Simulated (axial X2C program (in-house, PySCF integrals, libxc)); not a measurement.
Spectroscopic constants of CrH

Computed with an axial X2C code built on PySCF integrals. Spin-free means the one-electron spin-free X2C Hamiltonian; two-component (2c) means X2C with spin–orbit coupling and atomic mean-field two-electron Coulomb and Gaunt terms, so the difference of the two also holds small scalar two-electron terms. Basis: Cr dyall-cv3z [9s10p6d3f2g], H dyall-v3z [6s2p1d] (cores contracted in-house); Gaussian nuclei, density fitting, unrestricted open shells. Masses: Cr 51.941 u, H 1.008 u.

The run was started with this input:
```json
{
 "zs": [
  24,
  1
 ],
 "q": 0,
 "bas": [
  "dyall-cv3z",
  "dyall-v3z"
 ],
 "levels": [
  "PBE0",
  "HF",
  "BHandHLYP"
 ],
 "cc": true,
 "r0": 1.54,
 "thr": -2.0,
 "nmax": 90,
 "npts": 10,
 "nst": 2,
 "ntry": 6
}
```
```bash
python so2c.py task.json out
```

Keys: zs atomic numbers; q charge; bas basis sets; levels methods; cc coupled cluster on or off; r0 starting distance in Å; thr threshold in hartree for freezing inner shells (an s shell follows its p shell); nmax most natural virtual spinors; npts points on the curve; nst determinants followed; ntry starts of the search. HF also brings MP2.

State, spin-free: M_S = 5/2, Λ = 0 (beyond evenly filled blocks: σα, π+α, π-α, δ+α, δ-α); electrons by block: σα: 7, σβ: 6, π+α: 3, π+β: 2, π-α: 3, π-β: 2, δ+α: 1, δ-α: 1. Fragments: Cr + H.

State, 2c: Ω = 5/2 (⟨Sz⟩ = 2.50, ⟨Lz⟩ = 0.00 at PBE0); electrons by block: 1/2: 9, -1/2: 9, 3/2: 3, -3/2: 3, 5/2: 1. Fragments: Cr + H.

| Hamiltonian | level | Re (Å) | ωe (cm⁻¹) | Be (cm⁻¹) | De (eV) | D0 (eV) | μ (D) |
| --- | --- | --- | --- | --- | --- | --- | --- |
| spin-free | PBE0 | 1.653 | 1659.6 | 6.239 | 2.16 | 2.06 | -3.13 |
| spin-free | HF | 1.720 | 1620.6 | 5.762 | 1.22 | 1.12 | -2.15 |
| spin-free | MP2 | 1.586 | 1740.9 | 6.78 | 1.62 | 1.51 | n/a |
| spin-free | CCSD | 1.640 | 1776.1 | 6.342 | 2.17 | 2.06 | n/a |
| spin-free | CCSD(T) | 1.634 | 1781.2 | 6.388 | 2.20 | 2.09 | n/a |
| spin-free | BHandHLYP | 1.661 | 1666.9 | 6.183 | 2.29 | 2.19 | -3.50 |
| 2c | PBE0 | 1.653 | 1658.5 | 6.237 | 2.16 | 2.06 | -3.14 |
| 2c | HF | 1.720 | 1620.0 | 5.762 | 1.22 | 1.12 | -2.16 |
| 2c | MP2 | 1.585 | 1743.5 | 6.79 | 1.62 | 1.51 | n/a |
| 2c | BHandHLYP | 1.661 | 1665.3 | 6.18 | 2.29 | 2.18 | -3.51 |

Correlated methods: 7 electrons correlated (number of frozen shells: Cr 3 s, 2 p; H none), 195 virtual spin orbitals or spinors in MP2.

Dipoles are positive if H is the positive end.

Occupations by symmetry block were frozen at the best pattern of an incomplete PBE0 search. De is counted from the lowest determinant-based energies of the atoms at the same level, without counterpoise correction. Density functionals use the spin component along the axis (collinear). CCSD and (T) use frozen natural virtuals with an MP2 correction for the truncation; (T) itself is uncorrected, so its De runs slightly low. With several unpaired electrons one determinant need not be a pure state. This is the top spin component of a Σ state; components of lower Ω are not single determinants and can lie lower. The T1 diagnostic is large, a sign of multireference character.

No reliable constants came from CCSD (2c), CCSD(T) (2c): no minimum in range, unconverged points, a curve that is not smooth, a change of character along it, or the two Hamiltonians disagreeing along it.

Rough cost a point (2c) on 1 thread(s) of a shared host, integrals apart: PBE0 0.21 s, HF 0.14 s, BHandHLYP 0.25 s.

The whole task took 56 s on 1 thread of Arm Neoverse V2, on a shared host.
